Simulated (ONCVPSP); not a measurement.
## Potentials for selenium compared

Generated with ld1.x 7.5 (TM, RRKJ, ultrasoft, PAW), atompaw 4.2 or ONCVPSP 4.0.1. The cutoff is in Ry: for ld1.x and atompaw files where the sum of valence levels is converged to 10 mRy in a Bessel basis, for ONCV files where the hardest occupied wave has 1 mHa per electron of residual kinetic energy. The error is the largest all-electron minus pseudo excitation energy over each file’s own four to seven test configurations (ionisations up to +4, promotions, holes and added fractions of an electron), all of which were solved. The labels leave out finer settings (local radius, basis sizes, second energies), which also bear on the numbers. Spin-polarised tests are not counted. The rows are a selection from randomly drawn settings: files with unsolved tests, undetermined cutoffs or missed reference levels are left out.

A true bound ghost makes a file unfit for plane-wave use even where its test errors are small: the radial tests pick states by their node count and pass the ghost by.

| potential | cutoff (Ry) | largest error (meV) | bound ghosts |
| --- | --- | --- | --- |
| ONCV, LDA (Perdew-Wang 92), scalar-relativistic, rc 1.45/1.55 (sp), local smoothed, core correction no, reference 4s2 4p3, qcut 5.1/4.9, projectors 2/1 | 23 | +49 | s |
| ONCV, revPBE, scalar-relativistic, rc 1.60/1.95/1.75 (spd), local s, core correction yes, reference 4s2 4p4, qcut 3.9/4.4/6, projectors 0/3/1 | 63 | -159 | none |
| ONCV, PBEsol, scalar-relativistic, rc 1.25/1.40/0.85 (spd), local smoothed, core correction yes, reference 3d10 4s2 4p2, qcut 4/7.1/21.3, projectors 3/2/1 | 322 | +4.4 | s, p |
| ONCV, BLYP, scalar-relativistic, rc 1.30/1.30 (sp), local smoothed, core correction no, reference 4s2 4p4, qcut 4.2/5.2, projectors 2/2 | 102 | +79 | none |
| ONCV, PBE, non-relativistic, rc 1.10/1.15/0.75 (spd), local smoothed, core correction yes, reference 3s2 3p6 3d10 4s2 4p4, qcut 14.3/13.1/19.7, projectors 2/3/2 | 347 | +0.9 | none |
| ONCV, PBE, scalar-relativistic, rc 1.25/1.20/1.20 (spd), local p, core correction no, reference 3d10 4s2 4p3.5, qcut 6.3/6.6/15.4, projectors 2/0/2 | 184 | -239 | none |
| ONCV, LDA (Perdew-Zunger), scalar-relativistic, rc 1.50/1.65 (sp), local smoothed, core correction no, reference 4s2 4p4, qcut 4.9/6, projectors 2/3 | 23 | +60 | none |

Problem. Fill in the row for Se: ONCV, PBE, scalar-relativistic, rc 1.15/1.00/0.55 (spd), local smoothed, core correction no, reference 3s2 3p6 3d10 4s2 4p2, qcut 10/14.4/16.6, projectors 2/2/3.

Solution. cutoff 2009 Ry, largest error +3.7 meV, bound ghosts: d.
